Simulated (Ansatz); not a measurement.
Basis sets compared for the cluster Si₂Au₂ (the lowest singlet isomer of a short search). Total charge 0; singlet. Geometry r2SCAN-D4/def2-SVP. Ansatz on 4 threads of Arm Neoverse N1 on a shared host; times are rough, and most runs start from earlier orbitals.

```xyz
4

Au   -0.726   -1.618    0.080
Au    1.651    0.541   -0.364
Si   -0.188    0.472    1.290
Si   -0.737    0.605   -1.006
```

In the def2 sets Au takes a core potential; there is no spin–orbit coupling. The structure comes from a short search, and lower isomers may exist.

Binding counts from free atoms (Au doublet, Si triplet) in the same basis, without a counterpoise term.

| level | functions | energy (Eh) | HOMO (eV) | LUMO (eV) | binding per atom (eV) | wall time |
| --- | --- | --- | --- | --- | --- | --- |
| PBE-D4/def2-SVP | 100 | -850.1035 | -4.52 | -3.21 | 2.55 | 1.8 s |
| PBE-D4/def2-TZVP | 154 | -850.3223 | -4.48 | -3.29 | 2.62 | 3.1 s |
| r2SCAN-D4/def2-TZVP | 154 | -850.5754 | -4.57 | -3.13 | 2.55 | 7 s |
| PBE0-D4/def2-SVP | 100 | -850.0432 | -5.37 | -2.48 | 2.35 | 2.6 s |
| PBE0-D4/def2-TZVP | 154 | -850.2602 | -5.30 | -2.54 | 2.43 | 3.9 s |

Problem. Estimate the rows for PBE-D4/def2-TZVPD, r2SCAN-D4/def2-TZVPD, PBE0-D4/def2-TZVPD.

Solution. 
```
               level  functions  energy (Eh)  HOMO (eV)  LUMO (eV)  binding per atom (eV)  wall time
   PBE-D4/def2-TZVPD        172    -850.3240      -4.49      -3.31                   2.63      3.7 s
r2SCAN-D4/def2-TZVPD        172    -850.5769      -4.57      -3.15                   2.56        8 s
  PBE0-D4/def2-TZVPD        172    -850.2617      -5.30      -2.56                   2.44        5 s
```
